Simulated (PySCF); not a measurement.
Structure problem from calculated spectra and properties.

Formula: C7H14N3; charge +1.

- 1H NMR: chemical shifts (computed TMS as zero) by class: 8.34 (1 H), 6.14 (3 H), 3.76 (1 H), 2.54 (3 H), 1.72 (6 H) ppm [GIAO HF/pcSseg-1]
- Polarisability: 101.1 au [B3LYP/def2-SVPD]
- UV, first state: lowest singlet excitation: 5.14 eV (241 nm, f = 0.000) [TDDFT B3LYP/def2-SVPD]
- 13C NMR: chemical shifts (computed TMS as zero) by class: 143.8 (1 C), 140.5 (1 C), 101.1 (1 C), 49.7 (1 C), 22.8 (2 C), 8.9 (1 C) ppm [GIAO HF/pcSseg-1]
- NMR, other nuclei: isotropic shieldings of nuclei other than C and H, by class: -104 (1 N), 8 (1 N), 227 (1 N) ppm [GIAO HF/pcSseg-1]
- Triplet: lowest triplet excitation (Tamm–Dancoff): 4.79 eV [TDA B3LYP/def2-SVPD]
- Valence photoelectron: vertical ionisation energy: 13.08 eV [ΔSCF B3LYP/def2-SVPD]
- Rotational structure: rotational constants A, B, C: 2.402, 0.923, 0.787 GHz [PBE0-D3(BJ)/def2-SVP]

The electronic properties come from PySCF, for the isolated species, density fitting. Levels stand in brackets. One conformer (not necessarily the lowest) at the PBE0-D3(BJ)/def2-SVP geometry, without solvent, vibrations or thermal averaging. Each NMR value is the plain mean over a class of atoms that symmetry, rotation or inversion makes alike.

Problem. What is the compound? Reason from the data.

Solution. Numbering: `[CH3:1][c:2]1[c:3]([NH3+:4])[cH:5][n:6][n:7]1[CH:8]([CH3:9])[CH3:10]`. 7 carbons fall into 6 classes; from least to most shielded: substituted aromatic carbon [C2] (143.8 ppm), aromatic CH next to a ring nitrogen [C5] (140.5 ppm), aromatic carbon bearing nitrogen [C3] (101.1 ppm), chain sp3 carbon bound to nitrogen [C8] (49.7 ppm), methyl carbon [C9/C10] (22.8 ppm, 2 C), benzylic-type carbon [C1] (8.9 ppm). Hydrogen classes from least to most shielded: 1 H on an aromatic CH next to a ring nitrogen, C5 (8.34 ppm), 3 H on an ammonium nitrogen, N4 (6.14 ppm), 1 H on an sp3 carbon bound to nitrogen, C8 (3.76 ppm), 3 H on a benzylic-type carbon, C1 (2.54 ppm, a mean of values up to 0.9 ppm apart in this geometry), 6 H on 2 methyl carbons, C9/C10 (1.72 ppm, a mean of values up to 1.1 ppm apart in this geometry). The other shieldings belong to: -104 ppm, pyridine-type nitrogen [N6]; 8 ppm, pyrrole-type nitrogen [N7]; 227 ppm, ammonium nitrogen [N4]. S1 is mainly HOMO→LUMO (weight 0.94); the largest Löwdin shares of the orbital it empties are 0.24 on the pyridine-type nitrogen, 0.20 on the aromatic CH next to a ring nitrogen, 0.20 on the substituted aromatic carbon and 0.15 on the pyrrole-type nitrogen, of the orbital it fills 0.21 on the ammonium nitrogen and 0.17 on each of 3 atoms of one kind (N–H hydrogen). By its constants the optimised geometry is an asymmetric top. Structure: `Cc1c([NH3+])cnn1C(C)C`. The assignments are read from this structure; whether some other isomer fits the data as well wasn't checked.

Conformer computed: `[CH3:1][c:2]1[c:3]([NH3+:4])[cH:5][n:6][n:7]1[CH:8]([CH3:9])[CH3:10]`: N6–N7–C8–C9 -62°.
